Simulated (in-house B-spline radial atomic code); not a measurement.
A calculation on Mn II (Mn+): its settings, and results tabulated from the run. All numbers are computed (scalar-relativistic (X2C) M06-2X, spin-polarised, spherical fractional occupations, exact exchange averaged over the configuration; Fermi nucleus of rms radius 3.7057 fm) with a radial B-spline atomic code at the basis-set limit, not measured.

Command:
```bash
python run_scf.py task.json out
```
Settings (nuclear radius in fm, mass in u):
```
Z                25
configuration    [Ar] 3d5 4s1
hamiltonian      x2c
method           m062x
spin_polarised   True
nucleus          fermi
rms_radius       3.7057
atomic_mass      54.93804
speed_of_light   137.035999084
exact_exchange   averaged over the configuration
```

Output (hartree, bohr):
```
 radial grid: 82 intervals, B-splines of order 8, outer radius 60 bohr

 iter        energy (Eh)    residual
    1       -1158.289178    8.15e-02
    2       -1158.302506    6.11e-03
    3       -1158.302961    2.39e-03
    4       -1158.303036    1.45e-03
    5       -1158.303087    5.50e-04
    6       -1158.303092    1.19e-04
    7       -1158.303092    1.44e-05
    8       -1158.303092    1.83e-05
    9       -1158.303092    4.12e-06
   10       -1158.303092    8.51e-07
   11       -1158.303092    3.78e-07
   12       -1158.303092    3.73e-07
   13       -1158.303092    5.25e-07
   14       -1158.303092    2.58e-06
   15       -1158.303092    2.94e-07
   16       -1158.303092    2.45e-07

 total energy                     -1158.30309
 kinetic                            1173.0241
 electron-nucleus                  -2761.0146
 Hartree                             482.1628
 exact exchange                      -27.7217
 exchange-correlation                -24.7537

 orbital      occ     eigenvalue          <r>       <r^2>       <1/r>       r_max
 1s up      1.000      -239.4508    0.0606521  0.00495964     25.2285      0.0395
 1s down    1.000      -239.4492    0.0606523  0.00495963     25.2284      0.0395
 2s up      1.000       -28.6233     0.279471   0.0923042     5.34819      0.2324
 2s down    1.000       -28.5136     0.278331   0.0914801     5.36888      0.2321
 2p up      3.000       -24.3473     0.246933   0.0750368     5.21027      0.1878
 2p down    3.000       -24.2546     0.245625   0.0741165     5.22946      0.1875
 3s up      1.000        -3.8750     0.853391    0.841029     1.66352      0.7358
 3s down    1.000        -3.6376     0.857899    0.849672     1.64459      0.7359
 3p up      3.000        -2.6719      0.90514    0.966391     1.52099      0.7504
 3p down    3.000        -2.3827     0.915616    0.990077     1.49574       0.752
 3d up      5.000        -0.7704      1.13858      1.6728     1.16627      0.7552
 4s up      1.000        -0.5006      2.83307     9.15479    0.456364       2.424
```

Run time, properties included: 3.1 s on 1 thread of Arm Neoverse N1, with other jobs on the host.

States collapsed into the nucleus by a negative tau potential were left out of the aufbau.
